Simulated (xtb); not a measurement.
1,1-difluorobut-2-yne (C4H4F2), SMILES FC(F)C#CC. All values are semi-empirical tight-binding results from xtb (GFN2-xTB unless named), good for trends rather than for accurate numbers. Coordinates come from a GFN2-xTB optimisation.

Optimised geometry:

Bond lengths (Å): C1–C2 1.440, C1–H7 1.089, C1–H8 1.089, C1–H9 1.089, C2–C3 1.199, C3–C4 1.452, C4–F5 1.360, C4–F6 1.360, C4–H10 1.104. Angles (°): C2–C1–H7 109.6, C2–C1–H8 109.9, C2–C1–H9 109.7, H7–C1–H8 109.2, H7–C1–H9 109.1, H8–C1–H9 109.2, C1–C2–C3 178.2, C2–C3–C4 177.0, C3–C4–F5 111.4, C3–C4–F6 111.4, C3–C4–H10 112.4, F5–C4–F6 106.2, F5–C4–H10 107.6, F6–C4–H10 107.6.

```yaml
orbital_gap: 6.50 eV
dipole_moment: 3.92 D
zero_point_energy: 42.1 kcal/mol
G − E(el) at 298.15 K (modified RRHO): 21.7 kcal/mol
static polarisability (D4 model): 48.3 bohr³
solvation energy, GFN2-xTB/ALPB(water): -3.7 kcal/mol
solvation energy, GFN2-xTB/ALPB(acetonitrile): -5.1 kcal/mol
```

Computed IR lines (harmonic; lines under 4 % of the strongest left out, lines within 3 cm⁻¹ merged):
ν (cm⁻¹): 416 (w), 564 (w), 801 (m), 986 (vs), 1014 (m), 1027 (m), 1196 (w), 1283 (m), 1437 (w), 2402 (m), 2846 (w), 3016 (w), 3021 (w) (against the strongest line: vs over 80 %, s over 45 %, m over 15 %, w over 4 %, vw less)

Computed atomic charges and the Wiberg bond orders between heavy atoms:
charges (e) C1 -0.10, C2 0.00, C3 -0.07, C4 0.33, F5 -0.23, F6 -0.23, H7 0.07, H8 0.07, H9 0.08, H10 0.07. Bond orders C1–C2 1.08, C2–C3 2.80, C3–C4 1.01, C4–F5 0.94, C4–F6 0.94.
